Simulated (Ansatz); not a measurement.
Frontier orbitals of `C=C1[SiH2]C1C`.

Charge 0, multiplicity 1. The structure was optimised at the PBE0-D4/def2-TZVP level. Basis def2-TZVPP, Ansatz.

Orbital energies of one run (eV). Highest occupied ones, from the top: -9.64, -10.21, -10.58, -12.63, -13.43, -14.31, -14.75, -15.14, -15.78, -17.23, -18.09, -21.84, -23.65, -26.06. Empty: 1.75, 2.22, 3.28, 3.70, 3.77, 4.55.

Which functional gave them?
A. LC-ωPBE
B. BLYP
C. BHLYP
D. PBE0

A. HOMO energies: LC-ωPBE -9.64, BLYP -5.77, PBE0 -7.02, BHLYP -8.04 eV.

LC-ωPBE has ω = 0.4 bohr⁻¹.
